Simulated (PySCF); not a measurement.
C3F5, SMILES F[C]=C(F)C(F)(F)F, multiplicity 2.

Geometry: PBE-D3(BJ)/def2-SVP. The isomer is the one that the SMILES or the coordinates give; other isomers of the formula were not compared.

These are PBE-D3(BJ)/def2-SVP (PySCF) values and carry that method's errors.

Frequencies are harmonic and unscaled.

```tsv
mode	ν (cm⁻¹)	IR (km/mol)	moving atoms (share of kinetic energy)
1	52	0.0	F 94 %
2	153	0.8	F 85 %, C 15 %
3	162	0.4	F 76 %, C 24 %
4	228	1.8	F 95 %
5	345	0.3	C 60 %, F 40 %
6	369	1.6	F 80 %, C 20 %
7	399	0.6	F 88 %, C 12 %
8	475	1.8	F 64 %, C 36 %
9	568	1.1	F 89 %, C 11 %
10	616	0.0	C 53 %, F 47 %
11	704	24.5	F 68 %, C 32 %
12	830	7.7	F 51 %, C 49 %
13	1064	239.3	C 59 %, F 41 %
14	1154	282.5	C 77 %, F 23 %
15	1183	381.9	C 72 %, F 28 %
16	1236	48.6	C 74 %, F 26 %
17	1348	127.4	C 90 %, F 10 %
18	1763	113.1	C 95 %
```
